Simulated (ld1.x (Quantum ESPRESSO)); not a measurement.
Varying the TM potential for tin (Sn)

Base potential:

ld1.x (Quantum ESPRESSO) 7.5 input, shortened:

```
&input
   title='Sn', zed=50., rel=1, dft='PBE', iswitch=3,
   config='[Kr] 4d10 5s2 5p1'
 /
 &inputp
   pseudotype=2, tm=.true., lloc=0,
   nlcc=.false.
 /
3
5P  2  1   1.00   0.00  1.95  1.95  0.0
4D  3  2  10.00   0.00  1.65  1.65  0.0
5S  1  0   2.00   0.00  1.70  1.70  0.0
 &test
   configts(1)='4d10 5s2 5p1'
 /
```

Cutoffs, loose and tight: the cutoffs (Ry, on a coarse ladder) from which the occupation-weighted sum of valence levels, in a spherical-Bessel basis at the reference potential, stays within 10 and 1 mRy of its value at 400 Ry. They do not see the model core or the augmentation charge, which bear on the density cutoff. Test errors are all-electron minus pseudo excitation energies from the reference, over the configurations 4d10 5s2 5p2; 4d10 5s2 5p0; 4d10 5s1 5p0; 4d10 5s2 5p1.5; 4d10 5s2 5p2.3; 4d10 5s1 5p2; 4d10 5s0 5p0. A dash means not determined; rows that change the core or the reference have their own tests.

A true bound ghost makes a file unfit for plane-wave use even where its test errors are small: the radial tests pick states by their node count and pass the ghost by.

Cutoffs are not given where the Bessel-basis levels miss the radial ones by over 6 mRy, ghosts where they miss by over 20 mRy; a channel whose overlap is not positive is not tested.

| change | outcome | cutoff, loose | cutoff, tight | bound ghosts | largest test error (meV) |
| --- | --- | --- | --- | --- | --- |
| base | generated | 80 Ry | 140 Ry | none | +117 |
| all radii scaled by about 1.08 (s 1.82, p 2.10, d 1.78 bohr) | generated | 70 Ry | 120 Ry | none | +113 |
| all radii scaled by about 1.17 (s 1.98, p 2.28, d 1.92 bohr) | generated | 70 Ry | 120 Ry | none | +107 |
| all radii scaled by about 1.27 (s 2.16, p 2.48, d 2.10 bohr) | generated | 60 Ry | 100 Ry | none | +87 |
| all radii scaled by about 1.37 (s 2.34, p 2.68, d 2.26 bohr) | generated | 55 Ry | 100 Ry | none | +35 |

(1) What comes out with this change to the base: all radii scaled by about 0.74 (s 1.26, p 1.46, d 1.22 bohr)?

(2) What comes out with this change to the base: all radii scaled by about 0.88 (s 1.50, p 1.72, d 1.46 bohr)?

Results:

(1) outcome: generated, misses its reference levels by 0.81 eV; bound ghosts: p; largest test error (meV): +415.

(2) outcome: generated; cutoff, loose: 90 Ry; cutoff, tight: 160 Ry; bound ghosts: p; largest test error (meV): +127.

Reading the sweep of the scale of all radii (base = 1) (base included, trends over the rows without a ghost): The loose cutoff falls from 80 Ry at 1 to 55 Ry at 1.37. A larger radius leaves more room for a smooth pseudo-wave, so fewer plane waves are needed; a smaller one forces it to follow the all-electron wave where it bends sharply. The median size of the test errors (rows with all tests solved) stays near 3.2 meV. Bound ghosts are found at 0.74, 0.88.
